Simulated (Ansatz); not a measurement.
```yaml
crystal:
  periodic: [false, false, false]
  atoms:
    - {symbol: N, position_ang: [4.792958, -1.981018, -1.136203]}
    - {symbol: C, position_ang: [4.066042, -1.015797, -0.611888]}
    - {symbol: C, position_ang: [3.171173, 0.147310, 0.020259]}
    - {symbol: C, position_ang: [3.946224, 1.388074, 0.662922]}
    - {symbol: N, position_ang: [4.573746, 2.416356, 1.195664]}
    - {symbol: C, position_ang: [1.595270, 0.073857, 0.010638]}
    - {symbol: C, position_ang: [0.827242, -1.190573, -0.644772]}
    - {symbol: C, position_ang: [-0.705031, -1.261738, -0.654623]}
    - {symbol: C, position_ang: [-1.595294, -0.074377, -0.009786]}
    - {symbol: C, position_ang: [-3.171220, -0.147209, -0.020490]}
    - {symbol: C, position_ang: [-4.065961, 1.016355, 0.611001]}
    - {symbol: N, position_ang: [-4.792629, 1.982117, 1.134664]}
    - {symbol: C, position_ang: [-3.946316, -1.387476, -0.664050]}
    - {symbol: N, position_ang: [-4.573866, -2.415195, -1.197848]}
    - {symbol: C, position_ang: [-0.827260, 1.189851, 0.646000]}
    - {symbol: C, position_ang: [0.705009, 1.261021, 0.655846]}
    - {symbol: H, position_ang: [1.496559, -2.099984, -1.138578]}
    - {symbol: H, position_ang: [-1.280781, -2.229022, -1.156341]}
    - {symbol: H, position_ang: [-1.496587, 2.099191, 1.139924]}
    - {symbol: H, position_ang: [1.280743, 2.228255, 1.157675]}
basis:
  gaussian: {orbitals: STO-3G}
hamiltonian: {xc: {name: PBE0-DH}}
scf: {lower_state_search: light}
```

```sh
$ ansatz run in.yaml --threads 4 --pin off --events-out ev --progress --plain --max-ram 6963MiB
```

It prints (some lines left out):

```
Functional definition: PBE0-DH
1170 factors; integrals over basis functions are off by at most 5.3e-5 eV
mean field evaluation 1: about -18171.7415 eV, gradient 8.1e1 eV
mean field evaluation 2: about -18171.5104 eV, gradient 8.1e1 eV
mean field evaluation 4: about -18189.9460 eV, gradient 5.8e0 eV
mean field evaluation 8: about -18190.1242 eV, gradient 1.2e-1 eV
mean field evaluation 16: about -18190.1184 eV, gradient 3.7e-4 eV
mean field -18190.11837335 eV, -668.4745205156 hartree, gradient 9.6e-6 eV, S^2 0.000000; 0 other end points of the search recorded, 0 dependent functions left out; unrestricted orbitals would lower it
16 core orbitals not correlated: weight in the atoms' cores, before any rotation towards them, 1.000 or more for the frozen orbitals, at most 0.000 for the correlated occupied ones
reference -18190.11838843 eV, -668.4745210696 hartree; 36, 36 occupied and 32, 32 virtual orbitals, 1170 factors
second order -54.46151981 eV of doubles, -0.00000000 eV of singles
Total energy: -18196.92607840 eV, -668.7246990618 hartree
```

It took 2.5 s on 4 threads of Arm Neoverse V2 on a shared host.

Correlated methods freeze 16 core orbitals. The restricted singlet is unstable: a solution with broken spin symmetry lies lower.
